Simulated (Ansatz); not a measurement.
Correlation energies of CH₆BNSi (`[SiH3]C1BN1`) by basis set

```xyz
10

Si    0.051   -1.430    0.154
C    -0.570    0.327    0.134
B     0.382    1.543    0.430
N     0.007    1.296   -0.832
H    -0.402   -2.207   -1.037
H     1.541   -1.432    0.154
H    -0.443   -2.129    1.371
H    -1.639    0.455    0.320
H     1.022    2.240    1.138
H     0.051    1.338   -1.832
```

Charge 0, multiplicity 1. All single points use the PBE0-D4/def2-TZVP geometry. Frozen core, restricted reference, Ansatz 0.2.0. CBS rows extrapolate triple and quadruple zeta; past MP2 they add the triple-zeta difference.

```csv
basis,HF (Eh),MP2 corr.
def2-SVP,-409.20775,-0.48737
def2-TZVPP,-409.44368,-0.59841
def2-QZVPP,-409.45852,-0.63905
```

Estimate the CCSD correlation energy and the (T) correction in each basis where they were run (hartree).


```csv
basis,CCSD corr.,(T)
def2-SVP,-0.53498,-0.01750
def2-TZVPP,-0.63913,-0.02687
CBS(def2),-0.70988,as TZ
```
